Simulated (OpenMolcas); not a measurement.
# Os+: effect of the active space

- Program: OpenMolcas 26.06
- Method: SS-CASPT2, IPEA 0.25 Eh, imaginary shift 0.1 Eh
- Basis: ANO-RCC-VQZP
- Scalar Hamiltonian: DKH2, point nucleus
- Spin-orbit coupling: RASSI with atomic mean-field integrals over the reference wave functions, term energies averaged over their components

A. 7 electrons in 6 orbitals (5d 6s); 2S+1 = 6 even, 6 roots; 2S+1 = 4 even, 67 roots kept (CI in the orbitals of an earlier block); 2S+1 = 2 even, 93 roots kept (CI in the orbitals of an earlier block); closed shells correlated: 5s 5p; CASPT2 step of the order of 2.7 core-minutes
B. 7 electrons in 11 orbitals (5d 6s 6d); 2S+1 = 6 even, 6 roots; 2S+1 = 4 even, 35 roots kept (CI in the orbitals of an earlier block); 2S+1 = 2 even, 14 roots kept (CI in the orbitals of an earlier block); closed shells correlated: 5s 5p; CASPT2 step of the order of 2.7 core-hours

Energies in eV above 5d⁶ 6s ⁶D_9/2, the measured ground level; measured values from NIST Handbook of Basic Atomic Spectroscopic Data.

```json
{"Level": "5d⁶ 6s ⁶D_9/2", "A": "0.0000", "B": "0.0000", "Measured": "0.0000"}
{"Level": "5d⁶ 6s ⁶D_7/2", "A": "0.466", "B": "0.419", "Measured": "0.4455"}
{"Level": "5d⁶ 6s ⁶D_5/2 [59 %]", "A": "0.503", "B": "0.550", "Measured": "0.4871"}
{"Level": "5d⁶ 6s ⁶D_3/2 [74 %]", "A": "0.735", "B": "0.741", "Measured": "0.6933"}
{"Level": "5d⁶ 6s ⁶D_1/2", "A": "0.883", "B": "0.832", "Measured": "0.8228"}
{"Level": "5d⁷ ⁴F_9/2", "A": "1.219", "B": "1.078", "Measured": ""}
{"Level": "5d⁷ ⁴F_7/2 [66 %]", "A": "1.867", "B": "1.482", "Measured": ""}
{"Level": "5d⁷ ⁴F_5/2 [55 %]", "A": "1.887", "B": "1.733", "Measured": ""}
{"Level": "5d⁶ 6s ⁴G_11/2 [53 %]", "A": "2.313", "B": "2.134", "Measured": ""}
```

Deviations, from unrounded energies. A percentage is the sum of absolute deviations over the sum of measured energies, with the sign that they share, or ± where signs differ.

```
                  Against measurement  Levels     A     B
       mean absolute deviation (cm-1)       4   280   290
fine structure of the ground term (%)       4  +5.6  ±6.0
```

A, B lie about equally close to measurement. The largest miss of A in the table is 5d⁶ 6s ⁶D_1/2, by +480 cm-1. The ranking rests on the paired levels alone, and a cruder setting can come out closer through cancelling errors.

The spin-orbit steps hold different terms of 5d⁶ 6s (B lacks among others a ²D, ²F, ²G, ²H, ²I), which shifts levels as well.

The two smallest mean deviations differ by little beside CASPT2's spread within terms, so their order carries little weight.

Between A and B the level of the table that moves most is 5d⁷ ⁴F_7/2 [66 %], by 3100 cm-1 (lowest in B, highest in A). Moves below CASPT2's spread within the term are not significant.

CASPT2 does not keep the components of a term degenerate, so their means are used; among the terms shown or strongly mixed into the levels shown the widest spread is 250 cm-1 (5d⁷ ⁴F, B). Terms from blocks run as CI alone lack orbitals of their own. Configurations are named by rounded mean occupations; where the s occupation lies near a half they are strongly mixed, a name can repeat and a true partner stay unpaired (holds for A). A single d shell beside an s shell can misplace configurations of different d count against each other (holds for A). Active for correlation alone: 6d; no level in the range computed is led by a configuration that fills it, so any true level of that kind is missing (holds for B). Measured partners are found by configuration, term and J. A level has none where our copy of the source lacks it or the pairing is in doubt (some pairs that miss far off the trend of their configuration count as doubtful), and it then counts in no deviation. Only configurations of the active space appear. The table leaves out levels that lie high or whose names do not pair safely across all columns.

A share in square brackets marks a mixed level and gives the weight of the term that names it, the lowest over the columns.
